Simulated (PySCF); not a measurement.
Precursor series W F-OH. Isolated molecules, 0 K electronic values unless said otherwise. One relaxed conformer stands for each flexible species; it need not be the lowest.

All values below come from PBE-D3(BJ)/def2-TZVP // TPSS-D3(BJ)/def2-SVP in PySCF. 

```csv
species,HOMO (eV),coordination number,charge on the central atom (Mulliken) (e),mean distance from the central atom to its bonded neighbours (Å),HOMO–LUMO gap (eV)
0 of 6 F replaced by OH ([W(F)6]),-10.65,___,1.55,1.858,5.28
1 of 6 F replaced by OH ([W(F)5(OH)]),-9.51,6,1.51,1.864,4.79
2 of 6 F replaced by OH,-8.78,6,___,1.874,4.69
3 of 6 F replaced by OH ([W(F)3(OH)3]),___,6,1.39,___,4.39
5 of 6 F replaced by OH,-7.33,6,1.31,1.921,___
6 of 6 F replaced by OH,___,6,___,1.936,3.68
```

Q: Some entries are withheld; supply them.

A: 
- 0 of 6 F replaced by OH ([W(F)6]), coordination number: 6
- 2 of 6 F replaced by OH, charge on the central atom (Mulliken) (e): 1.46
- 3 of 6 F replaced by OH ([W(F)3(OH)3]), HOMO (eV): -8.01
- 3 of 6 F replaced by OH ([W(F)3(OH)3]), mean distance from the central atom to its bonded neighbours (Å): 1.887
- 5 of 6 F replaced by OH, HOMO–LUMO gap (eV): 3.97
- 6 of 6 F replaced by OH, HOMO (eV): -7.08
- 6 of 6 F replaced by OH, charge on the central atom (Mulliken) (e): 1.24
